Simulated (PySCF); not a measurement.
# Ionisation energy of W by level of theory

W [Xe] 4f14 5d4 6s2 (5D) → W+ [Xe] 4f14 5d4 6s1 (6D), as a difference of total energies. All numbers are calculated (PySCF 2.14, the spin-free X2C one-electron Hamiltonian (Gaussian nucleus), in x2c-TZVPPall with one added diffuse shell each of s, p, d, f type (12s8p8d4f1g, 113 functions)). The calculations carry no spin-orbit coupling.

```tsv
method	ionisation energy (eV)
UHF	5.918
PBEsol	7.612
wB97M-V	7.791
BHandHLYP	7.572
```

**Question.** Which method comes closest to the reference value, and which is furthest?

**Answer.** The reference is 7.825 eV (measured; NIST levels, between the centres of gravity of the two terms). Closest: wB97M-V (error -0.034 eV); furthest: UHF (error -1.907 eV).
